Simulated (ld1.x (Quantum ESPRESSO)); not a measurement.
## aluminium (Al): excitation energies, all-electron against TM

```
Element                 : Al (Z = 13)
Generator               : ld1.x (Quantum ESPRESSO) 7.5
Type                    : norm-conserving Troullier–Martins (Kleinman–Bylander form)
Functional              : PW91
Relativity              : non-relativistic
Frozen core             : [Ne]
Valence charge          : 3
Reference configuration : 3s2 3p1
Partial waves           : 3s (bound): rc 2.05 bohr; 3p (bound): rc 2.50 bohr; 3d channel at 0.05 Ry: rc 2.50 bohr
Local potential         : the d channel
Core correction         : none
```

Energies are relative to the spin-unpolarised reference configuration 3s2 3p1; without spin polarisation the order of configurations can differ from experiment.

| valence configuration | charge | ΔE all-electron (eV) | error AE − PS (meV) |
| --- | --- | --- | --- |
| 3s1 3p0 | +2 | 25.057 | +32 |
| 3s2 3p0.5 | +0.5 | 2.108 | +0.1 |
| 3s1 3p2 | 0 | 5.117 | +5.7 |
| 3s2 3p1.3 | -0.3 | -0.585 | 0.0 |
| 3s0 3p3 | 0 | 10.401 | +25 |
| 3s1 3p1 | +1 | 11.587 | +11 |

(1) What are ΔE and the potential's error for 3s2 3p0?

Answers

(1) ΔE = 5.813 eV all-electron; the error (AE − PS) is +0.8 meV.

ld1.x printed “convergence not achieved” for 6 of the counted tests; their residual had stalled under 1e-8, short of the target of 1e-14.
